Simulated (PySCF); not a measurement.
Al(F)(Me)(NHMe) (C2H7AlFN), SMILES C[NH][Al]([CH3])[F].

Geometry optimised at B3LYP-D3(BJ)/def2-SVP. The structure was generated by enumeration; whether it is a known compound was not checked. One conformer was computed; it need not be the lowest.

Level of theory: B3LYP/def2-TZVP (PySCF).

Isolated molecule, no solvent.

* **total energy**: -477.70714 hartree
* **point group**: Cs
* **highest occupied level**: -6.62 eV
* **lowest empty level**: -0.29 eV
* **orbital gap**: 6.33 eV
* **dipole moment**: 2.06 D
* **quadrupole, principal values (traceless, Buckingham form, about the centre of nuclear charge)**: -7.38, 3.42, 3.96 D·Å
* **mean static polarisability**: 56.5 bohr³ (8.37 Å³)
* **polarisability, principal values**: 48.0, 54.9, 66.5 bohr³
